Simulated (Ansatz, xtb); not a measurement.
**Relative energy of two isomers of CH8AlFN2**

Structure X is `[CH3][Al@-]([NH2])([NH3+])[F]`, a singlet and structure Y is `C[NH2+][Al@H-]([NH2])[F]`, a singlet. Both are isolated molecules in the gas phase, relaxed with PBE0-D3(BJ)/def2-SVP; the shapes shown needn't be the lowest conformers.

X (Å):

```xyz
13

C    -0.4441   -0.1840    1.2770
Al    0.6206   -1.8293    1.1999
F     1.8034   -2.0728    2.3953
N     1.0209   -2.5662   -0.4018
N    -0.6229   -3.2763    1.9733
H    -1.3043   -0.1976    0.5849
H    -0.8414    0.0076    2.2889
H     0.1608    0.6984    1.0077
H     1.8683   -3.1104   -0.5323
H     0.8190   -2.0872   -1.2735
H    -1.5692   -2.9779    2.2066
H    -0.6766   -4.0094    1.2646
H    -0.1875   -3.6632    2.8115
```

Y (Å):

```xyz
13

C    -0.1547   -1.8935    2.4724
Al    0.5079   -0.5431   -0.0789
F     1.0657    1.0561   -0.0715
N     0.0517   -0.5521    1.9175
N     1.7832   -1.8152   -0.1826
H    -0.2801   -1.8872    3.5657
H     0.7080   -2.5098    2.1847
H    -1.0494   -2.3346    2.0114
H     0.8373   -0.0840    2.3741
H    -0.7595    0.0471    2.0792
H    -0.9151   -0.8385   -0.7432
H     1.6711   -2.6365   -0.7676
H     2.7728   -1.5966   -0.1246
```

Which of the two would you expect CCSD(T)/def2-SVP + ΔMP2/def2-TZVPP electronic energies to favour?

Structure X; the calculation gives E(Y) − E(X) = +16.6 kcal/mol.

The same difference at several levels:

```json
{"level": "GFN2-xTB", "geometry": "GFN2-xTB", "E(Y) − E(X) (kcal/mol)": "−16.2", "departure from the last row (kcal/mol)": "−32.8", "job, with rough time for the two": "optimisation, 0.27 s"}
{"level": "HF/STO-3G", "geometry": "GFN2-xTB", "E(Y) − E(X) (kcal/mol)": "+15.3", "departure from the last row (kcal/mol)": "−1.3", "job, with rough time for the two": "single point, 0.64 s"}
{"level": "r2SCAN-D4/def2-SVP", "geometry": "GFN2-xTB", "E(Y) − E(X) (kcal/mol)": "+16.8", "departure from the last row (kcal/mol)": "+0.2", "job, with rough time for the two": "single point, 5.4 s"}
{"level": "PBE0-D3(BJ)/def2-SVP", "geometry": "PBE0-D3(BJ)/def2-SVP", "E(Y) − E(X) (kcal/mol)": "+14.8", "departure from the last row (kcal/mol)": "−1.8", "job, with rough time for the two": "optimisation, 2.4 min"}
{"level": "HF/def2-SVP", "geometry": "PBE0-D3(BJ)/def2-SVP", "E(Y) − E(X) (kcal/mol)": "+12.9", "departure from the last row (kcal/mol)": "−3.7", "job, with rough time for the two": "part of the CCSD(T) run"}
{"level": "MP2/def2-SVP", "geometry": "PBE0-D3(BJ)/def2-SVP", "E(Y) − E(X) (kcal/mol)": "+14.7", "departure from the last row (kcal/mol)": "−1.9", "job, with rough time for the two": "part of the CCSD(T) run"}
{"level": "CCSD(T)/def2-SVP", "geometry": "PBE0-D3(BJ)/def2-SVP", "E(Y) − E(X) (kcal/mol)": "+13.4", "departure from the last row (kcal/mol)": "−3.1", "job, with rough time for the two": "single point"}
{"level": "CCSD(T)/def2-SVP + ΔMP2/def2-TZVPP", "geometry": "PBE0-D3(BJ)/def2-SVP", "E(Y) − E(X) (kcal/mol)": "+16.6", "departure from the last row (kcal/mol)": "", "job, with rough time for the two": "single point, 47 s"}
```

As drawn, Y has 1 C–N, 1 Al–H in place of 1 C–Al, 1 N–H.

GFN2-xTB puts the two in the other order. The largest departure from CCSD(T)/def2-SVP + ΔMP2/def2-TZVPP is that of GFN2-xTB, 32.8 kcal/mol. The last row adds to CCSD(T) the change of the MP2 difference between the two basis sets, here +3.1 kcal/mol, a large step that makes the value less sure.

With harmonic frequencies from PBE0-D3(BJ)/def2-SVP (ideal gas, rigid rotor, one conformer each, 400 K, 1 atm): on the last row, ΔE + ΔZPE = +17.1 kcal/mol. A mode under 50 cm⁻¹ makes harmonic enthalpies and free energies unreliable, so none is given.

The correlated steps freeze 9 core orbitals. Codes used: Ansatz 0.2.0, xtb 6.7.1; the last row on 2 threads of Arm Neoverse V1 on a shared host.
